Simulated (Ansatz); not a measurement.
Computed with Ansatz on PBE0-D4/def2-TZVP structures; ΔE is electronic, products minus reactants. CCSD(T)/CBS adds triple-zeta CCSD(T) − MP2 to the extrapolated MP2 energy (def2 sets, frozen cores). This one scheme is used for every species. def2 core potentials past Kr. For Sn outer-core shells are correlated without core-valence functions, which leaves a few kJ/mol of doubt a bond. One conformer a species, not always the lowest.

`C[O][Sn]([CH3])([SH])[Cl]` + HCl → `[CH3][Sn]([SH])([Cl])[Cl]` + CH₃OH  (ligand exchange at the Sn–O bond)

```
                    species  SCS-MP2/def2-TZVPP energy (Eh)
`C[O][Sn]([CH3])([SH])[Cl]`                     -1226.48105
                        HCl                      -460.30218
`[CH3][Sn]([SH])([Cl])[Cl]`                     -1571.28349
                      CH₃OH                      -115.52242
```

(1) Work out ΔE.

Largest T1 diagnostic among the species: 0.012.

Results:

(1) ΔE = (-1571.28349) + (-115.52242) − (-1226.48105) − (-460.30218) = -0.02268 Eh = -0.62 eV. CCSD(T)/CBS gives -0.63 eV.

The D4 term adds +0.04 eV with B3LYP and +0.03 eV with PBE0; it sums over pairs of atoms, weighted by their polarisabilities, and B3LYP, whose exchange is more repulsive, gets the larger term. From PBE to PBE0 (25 % exact exchange), in def2-TZVPP and without D4, ΔE moves by −0.06 eV.

B3LYP here is the variant with VWN-RPA as its local correlation; programs differ in this.
